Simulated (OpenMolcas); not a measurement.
# Cu3+: effect of the basis set

| Quantity | Value |
| --- | --- |
| Program | OpenMolcas 26.06 |
| Method | SS-CASPT2, IPEA 0.25 Eh, imaginary shift 0.1 Eh (closed shells correlated: 3s 3p) |
| Active space | 8 electrons in 10 orbitals (3d 4d) |
| State averaging | 2S+1 = 3 even, 10 roots; 2S+1 = 1 even, 15 roots |
| Spin-orbit coupling | RASSI with atomic mean-field integrals over the reference wave functions, term energies averaged over their components |

A. ANO-RCC-VTZP [6s5p3d2f1g], DKH2, point nucleus; CASPT2 step about 7 core-minutes
B. ANO-R2 [6s4p4d2f1g], X2C, finite nucleus; CASPT2 step roughly 7 core-minutes
C. ANO-RCC-VQZP [7s6p4d3f2g1h], DKH2, point nucleus; CASPT2 step of the order of 11 core-minutes

Energies in cm-1 above 3d8 3F4, the measured ground level; measured values from Sugar and Musgrove, J. Phys. Chem. Ref. Data 19, 527 (1990).

```csv
Level,A,B,C,Measured
3d8 3F4,0.0,0.0,0.0,0.0
3d8 3F3,1809,1832,1832,1861
3d8 3F2,3000,3030,3030,3078
3d8 1D2,16180,16100,15850,16248
3d8 3P2,19970,19870,19730,19697
3d8 3P1,20350,20240,20120,20097
3d8 3P0,20680,20570,20450,20423
3d8 1G4,27510,27400,27100,26913
3d8 1S0,62390,62060,61500,61456
```

Deviations, from unrounded energies. A percentage is the sum of absolute deviations over the sum of measured energies, with the sign that they share, or ± where signs differ.

| Against measurement | Levels | A | B | C |
| --- | --- | --- | --- | --- |
| mean absolute deviation (cm-1) | 8 | 320 | 220 | 98 |
| fine structure of the ground term (%) | 2 | -2.6 | -1.5 | -1.5 |
| other terms of the ground configuration (%) | 6 | ±1.5 | ±1.0 | ±0.4 |

C lies closest to measurement on these levels and A furthest from it. The largest miss of C in the table is 3d8 1D2, by -400 cm-1. The ranking rests on the paired levels alone, and a cruder setting can come out closer through cancelling errors.

The two smallest mean deviations differ by little beside CASPT2's spread within terms, so their order carries little weight.

Among A to C the level of the table that moves most is 3d8 1S0, by 900 cm-1 (lowest in C, highest in A). Moves below CASPT2's spread within the term are not significant.

Term energies are means over components that CASPT2 splits; among the terms shown or strongly mixed into the levels shown the widest spread is 640 cm-1 (3d8 1G, B). Active for correlation alone: 4d; no level in the range computed is led by a configuration that fills it, so any true level of that kind is missing. Measured partners are found by configuration, term and J. A level has none where our copy of the source lacks it or the pairing is in doubt (some pairs that miss far off the trend of their configuration count as doubtful), and it then counts in no deviation. Levels of configurations outside the active space are missing.
